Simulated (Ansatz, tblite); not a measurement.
Cost and result up the ladder for WS4 (the lowest singlet isomer of a short search) (5 atoms). Charge 0, multiplicity 1. Geometry: PBE-D4/def2-SVP.

```xyz
5

W     0.210    0.338   -0.248
S     0.299   -0.364   -2.280
S     2.171    0.783    0.546
S    -0.649   -1.082    1.365
S    -2.032    0.325    0.617
```

Ansatz on 4 threads of AMD EPYC 7R43 on a shared host; xTB runs through tblite on one thread. Times are rough, summed over both states, and most runs start from the orbitals of an earlier one. PBE0-D4/def2-TZVP serves as the yardstick here, not as an exact answer. The other state is a doublet.

In the def2 sets W takes a core potential; there is no spin–orbit coupling. The xTB rows come from tblite. The structure comes from a short search, and lower isomers may exist.

Raw xTB energies of ions are shifted by several eV.

```csv
level,functions,wall time
GFN1-xTB,45,0.019 s
GFN2-xTB,45,0.031 s
PBE-D4/def2-TZVP (with forces),188,8.8 s
r2SCAN-D4/def2-TZVP,188,22 s
PBE0-D4/def2-TZVP,188,22 s
```

Estimate what each level gives for the vertical IE (eV).


| level | vertical IE (eV) | difference from PBE0-D4/def2-TZVP (eV) |
| --- | --- | --- |
| GFN1-xTB | 13.82 | 5.03 |
| GFN2-xTB | 13.72 | 4.93 |
| PBE-D4/def2-TZVP (with forces) | 8.67 | -0.12 |
| r2SCAN-D4/def2-TZVP | 8.77 | -0.02 |
| PBE0-D4/def2-TZVP | 8.79 | 0.00 |
